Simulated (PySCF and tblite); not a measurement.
The numbers below are computed, except where a source is named.
System: C9H11F, numbered as in [CH3:1][C:2]1=[CH:3][CH:4]=[CH:5][CH:6]=[C:7]([CH2:8][F:9])[CH2:10]1.

Motion: shift of H on C10 from C10 to C4. GFN2-xTB gives an electronic barrier of 31.9 kcal/mol and a reaction energy of 2.8 kcal/mol.

Tunnelling of the moving H, left out here, will speed the real process. DFT energies on a tight-binding saddle of a bond shift can be off by several kcal/mol.

What does B3LYP/pcSseg-1 + D3(BJ), IEF-PCM chloroform give on GFN2-xTB geometries?

A barrier of 40.7 kcal/mol, 8.8 above the tight-binding barrier (from unrounded values), a reaction energy of 3.5 kcal/mol and, with GFN2-xTB thermal terms, ΔG‡(298 K) = 37.8 kcal/mol and k = 1.3×10⁻¹⁵ s⁻¹ (1 equivalent path).

Programs: tblite and PySCF.
